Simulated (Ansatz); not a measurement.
This triplet is an excited state, 2.94 eV above the relaxed singlet at the level frozen-core CCSD(T)/cc-pVTZ // B3LYP-D3(BJ)/def2-TZVP (Ansatz, a program for electronic structure).

All values below come from B3LYP-D3(BJ)/def2-TZVP in Ansatz. No frequencies were computed at this level.

Ansatz 0.2 input:
```yaml
crystal:
  periodic: [false, false, false]
  atoms:
    - { symbol: C, position_ang: [-1.831755, -0.414897, -0.096391] }
    - { symbol: N, position_ang: [-0.824121, 0.163577, 0.094294] }
    - { symbol: Ge, position_ang: [0.848694, 0.900964, 0.371493] }
    - { symbol: F, position_ang: [1.807185, -0.649643, 0.169688] }
basis:
  gaussian: { orbitals: def2-tzvp }
hamiltonian:
  xc: b3lyp
  dispersion: d3bj
relax:
  max_steps: 150
magnetization:
  spin_polarized: true
  initial_magnetization: 2
```

Output:

```
Functional definition: B3LYP
880 factors; their error is unknown
mean field evaluation 1: about -61747.2746 eV, gradient 5.4e1 eV
mean field evaluation 2: about -61602.1248 eV, gradient 1.5e2 eV
mean field evaluation 4: about -61751.7538 eV, gradient 4.1e1 eV
mean field evaluation 8: about -61761.9694 eV, gradient 1.1e0 eV
mean field evaluation 16: about -61762.2126 eV, gradient 4.6e-3 eV
mean field -61762.21255065 eV, -2269.7194473052 hartree, gradient 2.5e-5 eV, S^2 2.005931; 0 other end points of the search recorded, 0 dependent functions left out
reference -61762.21275463 eV, -2269.7194548011 hartree; 28, 26 occupied and 113, 115 virtual orbitals, 880 factors
relax step   1: F+E_penalty+E_count = -61762.36655496 eV  Δ(F+E_penalty+E_count) = +0.000e0 eV  max|allowed force component| = 1.703e0 eV/Å  Δτ_max = 0.0000 Å  (39 SCF iters, accepted)
these checks for a lower state are left out or cut short: starts, cluster_reference, orbital_swaps, neighbouring_geometries, increment
880 factors; their error is unknown
mean field -61762.33816943 eV, -2269.7240637101 hartree, gradient 2.6e-5 eV, S^2 2.005192; 0 other end points of the search recorded, 0 dependent functions left out
reference -61762.33837439 eV, -2269.7240712422 hartree; 28, 26 occupied and 113, 115 virtual orbitals, 880 factors
relax step   2: F+E_penalty+E_count = -61762.48944911 eV  Δ(F+E_penalty+E_count) = -1.229e-1 eV  max|allowed force component| = 1.116e0 eV/Å  Δτ_max = 0.1774 Å  (46 SCF iters, accepted)
these checks for a lower state are left out or cut short: starts, cluster_reference, orbital_swaps, neighbouring_geometries, increment
880 factors; their error is unknown
mean field evaluation 32: about -61762.1526 eV, gradient 8.6e-2 eV
mean field -61762.38523745 eV, -2269.7257934279 hartree, gradient 2.4e-5 eV, S^2 2.004710; 0 other end points of the search recorded, 0 dependent functions left out
reference -61762.38544205 eV, -2269.7258009468 hartree; 28, 26 occupied and 113, 115 virtual orbitals, 880 factors
relax step   3: F+E_penalty+E_count = -61762.53615420 eV  Δ(F+E_penalty+E_count) = -4.671e-2 eV  max|allowed force component| = 2.210e-1 eV/Å  Δτ_max = 0.0576 Å  (41 SCF iters, accepted)
these checks for a lower state are left out or cut short: starts, cluster_reference, orbital_swaps, neighbouring_geometries, increment
880 factors; their error is unknown
mean field -61762.38694752 eV, -2269.7258562717 hartree, gradient 1.6e-5 eV, S^2 2.004729; 0 other end points of the search recorded, 0 dependent functions left out
reference -61762.38715195 eV, -2269.7258637846 hartree; 28, 26 occupied and 113, 115 virtual orbitals, 880 factors
relax step   4: F+E_penalty+E_count = -61762.53794628 eV  Δ(F+E_penalty+E_count) = -1.792e-3 eV  max|allowed force component| = 1.610e-1 eV/Å  Δτ_max = 0.0060 Å  (38 SCF iters, accepted)
these checks for a lower state are left out or cut short: starts, cluster_reference, orbital_swaps, neighbouring_geometries, increment
880 factors; their error is unknown
mean field -61762.38970075 eV, -2269.7259574513 hartree, gradient 1.4e-5 eV, S^2 2.004899; 0 other end points of the search recorded, 0 dependent functions left out
reference -61762.38990479 eV, -2269.7259649495 hartree; 28, 26 occupied and 113, 115 virtual orbitals, 880 factors
relax step   5: F+E_penalty+E_count = -61762.54081072 eV  Δ(F+E_penalty+E_count) = -2.864e-3 eV  max|allowed force component| = 9.934e-2 eV/Å  Δτ_max = 0.0188 Å  (40 SCF iters, accepted)
these checks for a lower state are left out or cut short: starts, cluster_reference, orbital_swaps, neighbouring_geometries, increment
880 factors; their error is unknown
mean field -61762.39473250 eV, -2269.7261423646 hartree, gradient 2.8e-5 eV, S^2 2.005451; 0 other end points of the search recorded, 0 dependent functions left out
reference -61762.39493688 eV, -2269.7261498756 hartree; 28, 26 occupied and 113, 115 virtual orbitals, 880 factors
relax step   6: F+E_penalty+E_count = -61762.54556315 eV  Δ(F+E_penalty+E_count) = -4.752e-3 eV  max|allowed force component| = 4.813e-2 eV/Å  Δτ_max = 0.0618 Å  (38 SCF iters, accepted)
these checks for a lower state are left out or cut short: starts, cluster_reference, orbital_swaps, neighbouring_geometries, increment
880 factors; their error is unknown
mean field evaluation 64: about -61762.3952 eV, gradient 2.6e-5 eV
mean field -61762.39519402 eV, -2269.7261593253 hartree, gradient 2.6e-5 eV, S^2 2.005523; 0 other end points of the search recorded, 0 dependent functions left out
reference -61762.39539860 eV, -2269.7261668434 hartree; 28, 26 occupied and 113, 115 virtual orbitals, 880 factors
relax step   7: F+E_penalty+E_count = -61762.54595979 eV  Δ(F+E_penalty+E_count) = -3.966e-4 eV  max|allowed force component| = 7.527e-3 eV/Å  Δτ_max = 0.0149 Å  (38 SCF iters, accepted)
880 factors; their error is unknown
mean field -61762.39519402 eV, -2269.7261593253 hartree, gradient 3.6e-5 eV, S^2 2.005523; 1 other end points of the search recorded, 0 dependent functions left out
reference -61762.39539860 eV, -2269.7261668434 hartree; 28, 26 occupied and 113, 115 virtual orbitals, 880 factors
Total energy: -61762.54616437 eV, -2269.7317073831 hartree
Atom 0 at    -2.001313    -0.253548    -0.081582 Å, force    -0.005697    -0.000318    -0.000429 eV/Å
Atom 1 at    -0.873517     0.057264     0.071089 Å, force     0.007527     0.000323     0.000516 eV/Å
Atom 2 at     0.820840     0.717625     0.335493 Å, force    -0.001581    -0.000428    -0.000151 eV/Å
Atom 3 at     2.053993    -0.521340     0.214084 Å, force    -0.000249     0.000422     0.000065 eV/Å
Dipole moment:     0.268275     0.465093     0.107681 e Å
```

Cost: very roughly 50 core-seconds.
